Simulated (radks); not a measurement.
Problem. These are the eigenvalues of the occupied orbitals of an atom or ion with whole-number occupations (eV). All-electron calculation, non-relativistic Kohn-Sham, r2SCAN, spin-polarised, spherical densities, point nucleus; meta-GGA in the generalised Kohn-Sham scheme. Program: a radial shooting solver on a logarithmic mesh with Libxc functionals.

| orbital | eigenvalue |
|---|---|
| 1s up | -45629.47 |
| 1s down | -45629.44 |
| 2s up | -7270.409 |
| 2s down | -7270.400 |
| 2p up | -6907.016 |
| 2p down | -6906.988 |
| 3s up | -1615.482 |
| 3s down | -1612.009 |
| 3p up | -1454.350 |
| 3p down | -1451.145 |
| 3d up | -1154.888 |
| 3d down | -1152.535 |
| 4s up | -335.6061 |
| 4s down | -328.6543 |
| 4p up | -272.4671 |
| 4p down | -265.4599 |
| 4d up | -160.5246 |
| 4d down | -153.4545 |
| 5s up | -55.6698 |
| 5s down | -52.8401 |
| 5p up | -37.9750 |
| 5p down | -35.7939 |
| 4f up | -25.5617 |
| 6p up | -7.8539 |

Which element is it, and in what charge state? The configuration may be excited. Open shells, if any, are filled with parallel spins first.

Solution. Z = 63, europium, charge +1: Eu+ in [Xe] 4f6 6p2. The list shows which subshells hold electrons but not how many an open one holds; the 1s level, -1676.9 hartree, gives Z - s = 57.9 by -(Z - s)^2/2, which with screening narrows Z to a few neighbours, and the depths of the outer levels then fix element, charge and occupations together.
